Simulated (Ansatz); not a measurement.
Mulliken charges of `N=C[NH][AlH][F]` from B3LYP/def2-TZVPP in Ansatz (PBE0-D4/def2-TZVP geometry).

| atom | x (Å) | y (Å) | z (Å) | charge (e) |
| --- | --- | --- | --- | --- |
| N1 | 0.869 | -0.642 | 1.621 | -0.290 |
| C2 | 1.192 | 0.038 | 0.605 | 0.038 |
| N3 | 0.409 | 0.398 | -0.483 | -0.259 |
| Al4 | -1.303 | 0.041 | -0.842 | 0.628 |
| F5 | -2.146 | -0.855 | 0.253 | -0.355 |
| H6 | -0.106 | -0.945 | 1.595 | 0.127 |
| H7 | 2.220 | 0.406 | 0.547 | 0.092 |
| H8 | 0.926 | 0.948 | -1.157 | 0.130 |
| H9 | -1.972 | 0.565 | -2.157 | -0.111 |

**Question.** By hand: the dipole of these point charges (1 e Å = 4.8032 D).

**Answer.** Σ q r = (0.161, 0.392, -0.599) e Å, of length 0.734 e Å = 3.53 D.

**Question.** How does the dipole of the full density compare? (An estimate is asked.)

**Answer.** Ansatz gave: (-0.009, 0.405, -0.720) e Å, 3.97 D; the point charges give 0.89 times that, at 14° from its direction.

Point charges leave out the atoms' own dipoles, such as those of lone pairs, and Mulliken's split depends on the basis, so the close match here is no proof of good charges.

B3LYP here is the variant with VWN-RPA as its local correlation; programs differ in this.
